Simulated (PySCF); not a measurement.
**Stationary points of CrNI₃**

All numbers come from PBE0/[Cr def2-SVP, N def2-SVP, I def2-SVP with ECP28], scalar-relativistic core potentials, density fitting, no spin–orbit coupling, PySCF.

Relaxations began from a few typed shapes. The search is not exhaustive: other isomers or separated fragments can lie lower, and high-lying points may rest on an excited occupation.

Q: Order these stationary points by electronic energy, lowest first, in kJ/mol from the lowest minimum.
A. singlet C2v: Cr–I 2.519 Å (×2), Cr–I 2.870 Å, Cr–N 1.469 Å; I–Cr–I 82.6° (×2), I–Cr–I 165.2°, I–Cr–N 97.4° (×2), I–Cr–N 180.0°
B. singlet C3v: Cr–I 2.465 Å (×3), Cr–N 1.475 Å; I–Cr–I 113.7° (×3), I–Cr–N 104.9° (×3)

A: B (0.0), A (256.8).

Q: Which of them are minima?

A: By energy in kJ/mol, 0.0: minimum; 256.8: not settled, its softest mode being under 30 cm⁻¹.

Formally Cr is in oxidation state +6, d0. The polar-tensor charge on Cr, 1.16, is far below the formal one.

For the lowest minimum: stability towards spin polarisation was not tested.
